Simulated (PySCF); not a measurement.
Vertical excitations of a molecule CH2F4Si from TDA-B3LYP/def2-SVPD run with PySCF, as energy in eV (oscillator strength): 7.71 (0.007), 8.19 (0.004), 8.92 (0.003), 9.16 (0.000), 9.40 (0.172), 9.68 (0.176), 9.83 (0.052), 9.99 (0.022), 10.08 (0.051), 10.31 (0.032). Lowest triplet (TDA): 7.19 eV. Geometry optimised at PBE0-D3(BJ)/def2-SVP. The values are those of a single conformer.

### Question
Pick the molecule that these values belong to.
A. FC[Si](F)(F)F
B. FC(F)[SiH](F)F
C. F[SiH2]C(F)(F)F

### Answer
C, F[SiH2]C(F)(F)F
